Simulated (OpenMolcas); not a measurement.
A calculation on Se I.

```json
{
  "Program": "OpenMolcas 26.06",
  "Method": "RASSCF",
  "Basis": "ANO-RCC-VTZP [6s5p3d1f]",
  "Scalar Hamiltonian": "DKH2, point nucleus",
  "Active space": "6 electrons in 9 orbitals (RAS2 4s 4p; RAS3 4d, at most 2 electrons)",
  "State averaging": "2S+1 = 3 even, 3 roots; 2S+1 = 1 even, 6 roots; 2S+1 = 3 odd, 3 roots",
  "Spin-orbit coupling": "RASSI with atomic mean-field integrals over the reference wave functions, term energies averaged over their components"
}
```

Problem. Which level of the active space comes out lowest?

Solution. 4s² 4p⁴ ³P₂, with 99 % of that term; it is also the measured ground level.

Problem. How high does 4s² 4p⁴ ³P₁ lie?

Solution. 1788 cm⁻¹ above the lowest level; measured 1989 cm⁻¹ above the ground level, so the calculation is off by -10 %.

Problem. How high does 4s² 4p⁴ ¹D₂ lie?

Solution. 11198 cm⁻¹ above the lowest level; measured 9576 cm⁻¹ above the ground level, so the calculation is off by +17 %.

Problem. How high does 4s² 4p⁴ ¹S₀ lie?

Solution. 23923 cm⁻¹ above the lowest level; measured 22446 cm⁻¹ above the ground level, so the calculation is off by +7 %.

Measured values: NIST Handbook of Basic Atomic Spectroscopic Data.

Without dynamic correlation excited terms often stand tens of per cent too high (terms of higher spin than the ground term too low), and those without a measured partner can miss by more than the paired ones. Active for correlation alone: 4d; no level in the range computed is led by a configuration that fills it, so any true level of that kind is missing. Measured partners are found by configuration, term and J. A level has none where our copy of the source lacks it or the pairing is in doubt (some pairs that miss far off the trend of their configuration count as doubtful), and it then counts in no deviation. Only configurations of the active space appear.
